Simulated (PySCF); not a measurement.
PySCF input for Zn(Me)(OH) cation (CH₄OZn), SMILES [CH3][Zn][OH] (connectivity only; charge and spin as stated), charge +1, multiplicity 2, PBE-D3(BJ)/def2-TZVP. Coordinates come from a PBE-D3(BJ)/def2-TZVP optimisation. The multiplicity is an assumed one; other spin states were not compared. The isomer is the one that the SMILES or the coordinates give; other isomers of the formula were not compared. One conformer was computed; it need not be the lowest.

```python
import numpy as np
from pyscf import gto, scf, dft, df
from pyscf.hessian import thermo

mol = gto.M(
    atom='''
    Zn    0.01552851    0.03579250    0.14290774
    C    -0.22514066    1.55377275   -1.15833600
    H    -1.01229382    2.12099728   -0.64039789
    H    -0.51824770    1.10326671   -2.11149333
    H     0.78820110    1.98045519   -1.13043466
    O     0.26824901   -1.66915402    0.71579821
    H    -0.51866305   -2.24789870    0.81872405
    ''',
    basis='def2-TZVP',
    charge=1,
    spin=1,
    max_memory=1600,
    verbose=3,
)
mf = dft.UKS(mol, xc='pbe').density_fit(auxbasis='def2-universal-jkfit')
mf.disp = 'd3bj'
mf.grids.level = 3
mf.conv_tol = 1e-11
mf.max_cycle = 100
mf.kernel()
fine, coarse = mf.grids, dft.Grids(mol).set(level=1).build(with_non0tab=True)
for _ in range(3):  # follow internal instabilities
    mf.grids = coarse
    mo, _, stable, _ = mf.stability(return_status=True, nroots=4)
    mf.grids = fine
    if stable:
        break
    mf.kernel(mf.make_rdm1(mo, mf.mo_occ))

# [left out here: the lines that compute and print the analytic Hessian (its translational invariance restored by hand, since the grid's response is missing), thermochemistry and intensities]
```

It prints:

```

WARN: HOMO -0.265969528622102 >= LUMO -0.265969528622098

SCF not converged.
SCF energy = -1894.43946065725 after 100 cycles  <S^2> = 0.75577563  2S+1 = 2.0057673
<class 'pyscf.df.df_jk.DFUKS'> wavefunction is stable in the internal stability analysis

WARN: DFTD3 does not support analytical Hessian, using finite difference


WARN: Mole.unit (angstrom) is changed to Bohr

Mode                                 0                   1                   2
Irrep
Freq [cm^-1]                      -17.6753            103.6997            216.7998
Reduced mass [au]                   1.4962              4.9466              1.2890
Force const [Dyne/A]               -0.0003              0.0313              0.0357
Char temp [K]                     -25.4309            149.2008            311.9266
Normal mode                   x     y     z       x     y     z       x     y     z
       0  Zn                -0.04 -0.00  0.00   -0.00 -0.03 -0.06    0.03  0.00 -0.01
       1   C                 0.09  0.01 -0.01    0.00  0.10  0.09   -0.05 -0.00  0.00
       2   H                 0.38  0.22  0.21    0.01  0.04  0.18   -0.08 -0.13  0.10
       3   H                -0.31  0.05  0.09   -0.01  0.23  0.03   -0.08 -0.02  0.02
       4   H                 0.20 -0.25 -0.32    0.01  0.08  0.14   -0.11  0.15 -0.09
       5   O                 0.09  0.02  0.01    0.01  0.03  0.14   -0.07  0.02  0.07
       6   H                 0.16 -0.13 -0.26    0.02  0.03  0.21    0.01 -0.23 -0.79
Mode                                 3                   4                   5
Irrep
Freq [cm^-1]                      400.9289            525.2563            542.1172
Reduced mass [au]                   4.8595              3.1038              1.1395
Force const [Dyne/A]                0.4602              0.5045              0.1973
Char temp [K]                     576.8475            755.7269            779.9859
Normal mode                   x     y     z       x     y     z       x     y     z
       0  Zn                 0.00 -0.03  0.03    0.01 -0.05  0.02    0.01  0.01 -0.01
       1   C                -0.03  0.19 -0.15   -0.03  0.01 -0.05   -0.07  0.00  0.04
       2   H                -0.03  0.21 -0.18    0.02 -0.01  0.05    0.03  0.53 -0.42
       3   H                -0.02  0.03 -0.08   -0.00  0.32 -0.20    0.11 -0.12  0.04
       4   H                -0.03  0.18 -0.16    0.08 -0.25  0.21    0.14 -0.48  0.29
       5   O                 0.01 -0.06  0.02   -0.02  0.16 -0.05   -0.01 -0.02  0.02
       6   H                -0.01 -0.03  0.01   -0.01  0.15 -0.09    0.07 -0.15 -0.13
Mode                                 6                   7                   8
Irrep
Freq [cm^-1]                      585.4568            714.8721           1036.8693
Reduced mass [au]                   1.4826              1.1034              1.1682
Force const [Dyne/A]                0.2994              0.3322              0.7399
Char temp [K]                     842.3420           1028.5419           1491.8240
Normal mode                   x     y     z       x     y     z       x     y     z
       0  Zn                -0.00 -0.03 -0.00   -0.01 -0.00 -0.00    0.00 -0.01  0.00
       1   C                 0.02  0.04  0.06   -0.01  0.00  0.01    0.01 -0.08  0.07
       2   H                -0.03  0.15 -0.17   -0.00  0.04 -0.02    0.01  0.37 -0.41
       3   H                 0.04 -0.61  0.35    0.02 -0.08  0.04   -0.01  0.46 -0.19
       4   H                -0.05  0.22 -0.22    0.02 -0.06  0.04   -0.16  0.37 -0.36
       5   O                -0.02  0.11 -0.03    0.06 -0.03  0.02    0.00  0.01 -0.00
       6   H                 0.03  0.06  0.03   -0.54  0.71 -0.31   -0.03  0.05 -0.02
Mode                                 9                  10                  11
Irrep
Freq [cm^-1]                     1307.0531           1360.3068           2959.0743
Reduced mass [au]                   1.0954              1.0818              1.0185
Force const [Dyne/A]                1.1026              1.1794              5.2542
Char temp [K]                    1880.5584           1957.1786           4257.4491
Normal mode                   x     y     z       x     y     z       x     y     z
       0  Zn                -0.00  0.00 -0.00   -0.00  0.00  0.00    0.00 -0.00  0.00
       1   C                 0.02  0.06  0.06   -0.08  0.01  0.02   -0.00 -0.03  0.00
       2   H                -0.50 -0.36 -0.28    0.20  0.08  0.34   -0.45  0.32  0.30
       3   H                -0.00  0.13  0.02    0.73 -0.05 -0.20   -0.11 -0.19 -0.37
       4   H                 0.23 -0.41 -0.46   -0.00 -0.12 -0.41    0.58  0.24  0.02
       5   O                 0.00 -0.00  0.00   -0.00 -0.00 -0.00   -0.00 -0.00  0.00
       6   H                 0.00 -0.00  0.00    0.00 -0.00  0.01    0.00  0.00 -0.00
Mode                                12                  13                  14
Irrep
Freq [cm^-1]                     3087.7297           3136.8580           3615.4390
Reduced mass [au]                   1.1109              1.1096              1.0678
Force const [Dyne/A]                6.2401              6.4329              8.2239
Char temp [K]                    4442.5556           4513.2402           5201.8117
Normal mode                   x     y     z       x     y     z       x     y     z
       0  Zn                -0.00  0.00  0.00   -0.00 -0.00 -0.00    0.00 -0.00  0.00
       1   C                -0.09  0.01  0.02   -0.02 -0.05 -0.07   -0.00  0.00 -0.00
       2   H                 0.47 -0.36 -0.30   -0.21  0.15  0.12   -0.00 -0.00  0.00
       3   H                -0.01  0.00  0.00    0.23  0.34  0.75   -0.00 -0.00 -0.00
       4   H                 0.61  0.27  0.01    0.26  0.11 -0.00    0.01 -0.00  0.00
       5   O                 0.00 -0.00  0.00   -0.00 -0.00  0.00    0.05  0.04 -0.01
       6   H                 0.00  0.00 -0.00    0.00 -0.00 -0.00   -0.77 -0.58  0.10
temperature 298.1500 [K]
pressure 101325.00 [Pa]
Rotational constants [GHz] 70.76878 4.21155 4.13240
Symmetry number 1
Zero-point energy (ZPE) 0.04463 [Eh]   117188.942 [J/mol]
                           tot       elec      trans        rot        vib
Entropy [J/mol/K]       303.257      5.763    165.854     96.579     35.061
Cv [J/mol/K]             66.990      0.000     12.472     12.472     42.047
Cp [J/mol/K]             75.305      0.000     20.786     12.472     42.047
Internal energy [J/mol]                      3718.434   3718.434 123223.053
Internal energy [Eh]   -1894.38969  -1894.43946
Enthalpy [J/mol]                             6197.391   3718.434 123223.053
Enthalpy [Eh]          -1894.38875
Gibbs free energy [J/mol]                  -43252.081 -25076.561 112769.640
Gibbs free energy [Eh] -1894.42319
mode   freq/cm-1   IR/(km/mol)
   1      -17.68        10.221
   2      103.70         0.132
   3      216.80        85.120
   4      400.93        32.063
   5      525.26        93.073
   6      542.12        34.085
   7      585.46         6.148
   8      714.87       190.893
   9     1036.87       208.958
  10     1307.05        13.791
  11     1360.31         6.521
  12     2959.07        83.559
  13     3087.73        20.975
  14     3136.86        19.896
  15     3615.44       401.180
max |gradient| / (hartree/bohr): 9.828333322679675e-05
APT charges: [ 0.4229  0.3142  0.0073  0.0431 -0.0009 -0.2157  0.429 ]
```

The run did not converge; its last values are not results. The end point has an imaginary mode, so it is no minimum.
